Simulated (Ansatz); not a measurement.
CH3N (SMILES C=N) at its CCSD(T)/cc-pVTZ minimum, average atomic masses, point group Cs.
(charge 0, multiplicity 1):
```xyz
5

C     -0.593     0.223     0.011
N      0.579    -0.286    -0.011
H     -1.452    -0.444     0.022
H     -0.803     1.295     0.021
H      1.276     0.461    -0.019
```

Frozen-core correlation.

Codes used: Ansatz (a program for electronic structure). Values without a source in brackets are computed.

Harmonic frequencies (cm⁻¹): 1073 1081 1162 1387 1483 1675 3052 3152 3440.

Task: Work out the rotational constants, the zero-point energy, and the ideal-gas entropy and heat capacity at 298.15 K and 1 bar (rigid rotor, harmonic oscillator).

Result: 
Principal moments 2.567, 14.610, 17.177 u Å² give 16.8576/I = 6.566, 1.154, 0.9814 cm⁻¹. Zero point: Σω/2 = 8752 cm⁻¹ = 25.02 kcal/mol. Translation R(1.5 ln M + 2.5 ln T − 1.1517) with M = 29.042 u: 150.87 J/(mol K). Rotation with σ = 1: q = 1939.0, S = R(ln q + 3/2) = 75.41. Vibration, summed over R(u/(eᵘ − 1) − ln(1 − e⁻ᵘ)) with u = 1.43878ω/T: 0.93, of which the lowest mode gives 0.29. S° = 227.2 J/(mol K); C_p = 4R + 4.45 = 37.70 J/(mol K).

Doubts at one or more of the structures used: a restricted determinant that unrestricted orbitals would lower (CCSD(T)/cc-pVTZ).
